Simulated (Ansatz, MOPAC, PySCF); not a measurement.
Pair of molecules: C2H6 (SMILES CC) (first 8 atoms) with CH3Br (SMILES CBr); geometry from B3LYP-D3(BJ)/def2-TZVP, rigid monomers moved along the line of their centres of mass till C2···H11 is 3.94 Å.
(charge 0, multiplicity 1):
| atom | x (Å) | y (Å) | z (Å) |
|---|---|---|---|
| C | 0.7162 | -0.4709 | 0.1097 |
| C | -0.5395 | 0.3000 | 0.5056 |
| H | 0.5301 | -1.1220 | -0.7468 |
| H | 1.0769 | -1.0946 | 0.9295 |
| H | 1.5270 | 0.2085 | -0.1584 |
| H | -0.8938 | 0.9289 | -0.3134 |
| H | -0.3480 | 0.9502 | 1.3611 |
| H | -1.3557 | -0.3761 | 0.7715 |
| C | 0.6417 | -0.9614 | 5.0461 |
| Br | 1.9111 | 0.5276 | 5.0247 |
| H | -0.0930 | -0.7757 | 4.2710 |
| H | 0.1820 | -0.9864 | 6.0277 |
| H | 1.1987 | -1.8708 | 4.8502 |

Counterpoise-corrected where a basis set is named; no monomer relaxation. Rows marked so take none.

Correlated levels freeze the cores. Filled d and f shells under p-block atoms count as core. Rows in 3-21G, 6-31G* carry no dispersion term and start afresh at each structure (6-31G* with six Cartesian d functions); the Pople sets are all-electron and without relativity. MP2/6-31G* freezes PySCF's default core, which leaves 3d correlated. The state that PM3 reach isn't checked.

Programs: Ansatz (Gaussian orbitals); MOPAC for PM3 (differences of heats of formation); PySCF for 3-21G rows, 6-31G* rows, the dispersion terms. Values without a source in brackets are computed.

Other levels give for the interaction energy: PBE/def2-TZVPPD -1.0; B3LYP/def2-TZVPPD 0.5; B3LYP-D3(BJ)/def2-TZVPPD -2.3; wB97M-V/def2-TZVPPD -2.3; CCSD(T)/aug-cc-pVDZ -2.2 kJ/mol.

Question: What do these common cheap choices give for the same quantity: PM3, HF/3-21G (no counterpoise), HF/6-31G* (no counterpoise), B3LYP/3-21G (no counterpoise), B3LYP/6-31G*, M06-2X/6-31G* (no counterpoise), MP2/6-31G*, MP2/6-31G* (no counterpoise)?

Answer: PM3 -0.5; HF/3-21G (no counterpoise) -0.6; HF/6-31G* (no counterpoise) -0.3; B3LYP/3-21G (no counterpoise) -0.5; B3LYP/6-31G* 0.4; M06-2X/6-31G* (no counterpoise) -2.1; MP2/6-31G* -1.2; MP2/6-31G* (no counterpoise) -1.7 kJ/mol. They span -2.1 to 0.4 kJ/mol.

Ansatz is a first-principles code.
